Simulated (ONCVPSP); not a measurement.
Se (Z = 34): one change to an ONCV potential, before and after

ONCVPSP 4.0.1 input, shortened (lines: element, Z, core and valence counts, functional; n l f; lmax; l rc ep ncon nbas qcut; lloc lpopt rc5 dvloc0; l nproj debl; icmod fcfact rcfact), BLYP, scalar-relativistic:

```
  Se 34.00    6    2  -106131      upf
    1    0    2.00
    2    0    2.00
    2    1    6.00
    3    0    2.00
    3    1    6.00
    3    2   10.00
    4    0    1.00
    4    1    5.00
    2
    0    1.30    0.00    4    7    6.00
    1    1.90    0.00    3    8    3.50
    2    1.95    0.20    4    7    5.00
    4    1    1.20    6.00
    0    2    2.80
    1    2    3.30
    2    2    2.70
    1    0.45    0.00
```

Change: s: rc 1.92.

Cutoffs: the cutoffs (Ha) at which the residual kinetic energy of the hardest occupied pseudo-wave falls to 1 and 0.1 mHa per electron; they do not see the model core or the augmentation charge, which bear on the density cutoff. Errors are all-electron minus pseudo energies relative to the spin-unpolarised reference configuration.

What does the change do?

The potential gets softer (20 Ha and 70 Ha → 12 Ha and 42 Ha); the bound ghost in s disappears; of the 4 tests that both files solve, the error grows in 0 and shrinks in 1 by more than 15 % and 0.3 meV (median size 7.0 → 6.7 meV). A larger radius leaves more room for a smooth pseudo-wave, so fewer plane waves are needed.

```csv
quantity,base,changed
"cutoff, loose",20 Ha,12 Ha
"cutoff, tight",70 Ha,42 Ha
loose cutoff by channel,"s 20 Ha, p 4.3 Ha","s 12 Ha, p 4.3 Ha"
bound ghosts,s,none
GHOST(+) flags under 300 eV,none,none
"error for 4s2 4p4, meV [ΔE -10.94 eV]",+6.9,+6.6
"error for 4s2 4p3, meV [ΔE -0.24 eV]",+7.1,+6.9
"error for 4s2 4p2, meV [ΔE 20.00 eV]",-10,-9.9
"error for 4s0 4p6, meV [ΔE 11.16 eV]",+3.0,+2.4
p: phases at 1.93 bohr within 0.05 rad from the reference energy up to (Ha; the scan ends near 5),4.1,4.1
d: phases at 1.98 bohr within 0.05 rad from the reference energy up to (Ha; the scan ends near 5),4.3,4.3
"rms error of d²Exc/dni dnj with the model core, mHa",0.66,0.67
```

Base: The cutoffs count occupied waves only; projector 2 of the d channel, the hardest unoccupied one, needs 56 Ha at the loose tolerance. Changed file: The cutoffs count occupied waves only; projector 2 of the d channel, the hardest unoccupied one, needs 56 Ha at the loose tolerance. A true bound ghost makes a file unfit for plane-wave use even where its test errors are small: the radial tests pick states by their node count and pass the ghost by.
